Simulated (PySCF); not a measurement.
Electric properties by functional and basis

Species: C2H8AlN.
Bonds: C1–N2, N2–Al3, Al3–C4. Hydrogens: H5, H6, H7 on C1; H8 on N2; H9 on Al3; H10, H11, H12 on C4.

PySCF, dipoles from the SCF density, polarisabilities from static response with core orbitals frozen. Isolated species at its PBE0-D3(BJ)/def2-SVP geometry (one conformer only).

The anisotropy is √(½[(α1 − α2)² + (α2 − α3)² + (α3 − α1)²]).

```json
{"level": "LDA/def2-SVPD", "μ (D)": "1.129", "α (au)": "68.29", "anisotropy (au)": "25.66"}
{"level": "PBE/def2-SVPD", "μ (D)": "1.108", "α (au)": "67.10", "anisotropy (au)": "24.93"}
{"level": "B3LYP/def2-SVPD", "μ (D)": "1.028", "α (au)": "64.15", "anisotropy (au)": "22.44"}
{"level": "PBE0/def2-SVPD", "μ (D)": "1.030", "α (au)": "63.48", "anisotropy (au)": "21.96"}
{"level": "BHandHLYP/def2-SVPD", "μ (D)": "0.956", "α (au)": "60.73", "anisotropy (au)": "19.74"}
{"level": "CAM-B3LYP/def2-SVPD", "μ (D)": "0.999", "α (au)": "62.52", "anisotropy (au)": "20.68"}
{"level": "wB97X-D/def2-SVPD", "μ (D)": "1.006", "α (au)": "62.67", "anisotropy (au)": "20.28"}
{"level": "LC-wPBE/def2-SVPD", "μ (D)": "1.004", "α (au)": "60.51", "anisotropy (au)": "18.82"}
{"level": "HF/def2-SVPD", "μ (D)": "0.925", "α (au)": "57.28", "anisotropy (au)": "16.49"}
{"level": "PBE0/6-31G*", "μ (D)": "1.233", "α (au)": "52.70", "anisotropy (au)": "21.88"}
{"level": "PBE0/6-31+G*", "μ (D)": "1.074", "α (au)": "58.16", "anisotropy (au)": "22.08"}
{"level": "PBE0/def2-SVP", "μ (D)": "1.244", "α (au)": "54.36", "anisotropy (au)": "22.46"}
{"level": "PBE0/aug-cc-pVDZ", "μ (D)": "1.017", "α (au)": "65.27", "anisotropy (au)": "23.31"}
{"level": "PBE0/def2-TZVP", "μ (D)": "1.086", "α (au)": "61.03", "anisotropy (au)": "22.14"}
{"level": "PBE0/def2-TZVPD", "μ (D)": "1.009", "α (au)": "64.71", "anisotropy (au)": "22.54"}
```

The dipole runs from 0.92 D (HF/def2-SVPD) to 1.24 D (PBE0/def2-SVP). No reference polarisability is at hand; against PBE0 in the largest diffuse basis at hand (def2-TZVPD) the other PBE0 rows deviate by 6-31G* -19%, 6-31+G* -10%, def2-SVP -16%, def2-SVPD -2%, aug-cc-pVDZ +1%, def2-TZVP -6%. In one basis (def2-SVPD) the functionals order the polarisability from HF (lowest) to LDA (highest), a spread of 19%. With PBE0 the polarisability is 56.03 au without diffuse functions (mean of 6-31G*, def2-SVP and def2-TZVP) and 62.91 au with them (mean of 6-31+G*, def2-SVPD, aug-cc-pVDZ and def2-TZVPD).

Without π bonds the low states are Rydberg-like; a valence basis with one diffuse set may place them up to an eV too high.
